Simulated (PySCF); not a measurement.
# MBe for M along the fifth-period p block

CCSD(T) with double-zeta basis sets in PySCF, for the lowest determinant that a PBE0 search found; no spin–orbit coupling. De refers to high-spin ground-configuration atoms.

| M | basis | reference, frozen orbitals | state (unpaired electrons) | Re (Å) | ωe (cm⁻¹) | De (eV) |
| --- | --- | --- | --- | --- | --- | --- |
| Sn | x2c-SVPall | UHF, 18 | triplet (π ↑↑) | 2.453 | 379 | 0.63 |
| Sb | x2c-SVPall | UHF, 18 | quartet (σ ↑, π ↑↑) | 2.481 | 387 | 0.35 |
| I | def2-SVP | UHF, 4 | doublet (σ ↑) | 2.228 | 589 | 2.04 |

The shortest bond is that of BeI (2.228 Å), the longest that of BeSb (2.481 Å). BeI is bound most strongly (2.04 eV) and BeSb least (0.35 eV).

The rows differ in basis set, which adds steps of its own.

The state changes along the series, so neighbouring rows are not always alike in their bonding.

Correlated steps freeze the inner cores (4 to 18 orbitals); shallow outer-core shells are correlated. Weak bonds: BeSb. Basis-set superposition, not corrected here, can be much of De in a small basis, most of all at correlated wavefunction levels. These are scalar-relativistic numbers at best; spin–orbit coupling would shift them, the dissociation energy most. States were picked by a PBE0 search and need not be the measured ground states.
